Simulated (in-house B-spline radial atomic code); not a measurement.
The numbers below are computed, except where a source is named.
Two electrons in Ge: a parabolic dot with ħω = 1.02 meV in all three directions

For Ge the NSM archive of the Ioffe Institute lists m_l = 1.6 m0, m_t = 0.08 m0 and ε = 16.2; the model takes one isotropic valley with the conductivity mass 3/(1/m_l + 2/m_t) = 0.117 m0, and so misses anisotropy and the other valleys. All triplets below are those of one valley; with several valleys two electrons can form a triplet in the 1s orbital itself, at an energy set by the valley splitting.

Effective-mass model with parabolic bands, a uniform dielectric constant, no image charges, no central-cell or spin-orbit terms. Two-electron levels come from full CI in B-splines with partial waves to l = 5 (up to 0.001 effective hartree above the limit).

Question: What are the effective units, and what is the potential in them?

Answer: Ha* = 27211.386 meV × 0.117/16.2² = 12.13 meV and a* = 0.0529177 nm × 16.2/0.117 = 7.327 nm. The frequency is ω = 0.0842 Ha*. The one-electron levels are 3ω/2 = 0.1263 and 5ω/2 = 0.2105 Ha*.

In these units the lowest s and p orbitals lie at 0.126300 and 0.210500, and their Coulomb and exchange integrals are J_ss = 0.231524, J_sp = 0.192937 and K_sp = 0.03859. (For a parabolic well J_ss = √(2ω/π).) Full CI gives 0.433363 for the ground singlet, 0.476326 for the sp triplet, 0.517583 for the sp singlet and 0.560531 for the lowest triplet of two s orbitals.

Question: What does it cost to add the second electron, to first order and exactly?

Answer: To first order E = 2ε_s + J_ss = 0.484124, so the charging energy E(2) − 2E(1) is J_ss = 2.809 meV. CI gives 0.433363 − 2 × (0.126300) = 0.180763, or 2.193 meV: relaxation and correlation lower it by 0.6158 meV, 21.9 % of J_ss. The s² configuration of one-electron orbitals holds 80.9 % of the state, and the mean radius is 34.4 nm.

Question: How far above the singlet do the triplets lie?

Answer: To first order the sp triplet lies at ε_s + ε_p + J_sp − K_sp = 0.491149, which is 0.08523 meV above 2ε_s + J_ss. CI gives 0.476326 − (0.433363) = 0.042964, or 0.5212 meV, 51 % of the orbital spacing of 1.021 meV. The ss triplet lies 1.543 meV up, so the lower of the two is the sp one, and its gap equals k_BT at 6.05 K. The sp singlet-triplet splitting is 0.5005 meV, against 2K_sp = 0.9362 meV. The sp singlet lies ħω above the ground state (0.084220 against 0.0842), as Kohn's theorem demands for a parabolic well.
